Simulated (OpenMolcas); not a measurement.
A run on Zn⁺.

```json
{"Program": "OpenMolcas", "Method": "RASSCF", "Basis": "ANO-RCC-VDZP [5s4p2d1f]", "Scalar Hamiltonian": "DKH4, point nucleus", "Active space": "1 electron in 9 orbitals (RAS2 4s 4p; RAS3 4d, at most 1 electron)", "State averaging": "2S+1 = 2 even, 1 root; 2S+1 = 2 odd, 3 roots", "Spin-orbit coupling": "RASSI with atomic mean-field integrals over the reference wave functions, term energies averaged over their components"}
```

34 basis functions. Blocks (2S+1, parity, CSFs, roots kept): 2, even, 6, 1; 2, odd, 3, 3.

Q: How long do the RASSCF and RASSI steps take on 1 thread of AMD EPYC 9R14 (Zen 4) (shared host)?

A: About 7.7 s of wall time, without the integral step.
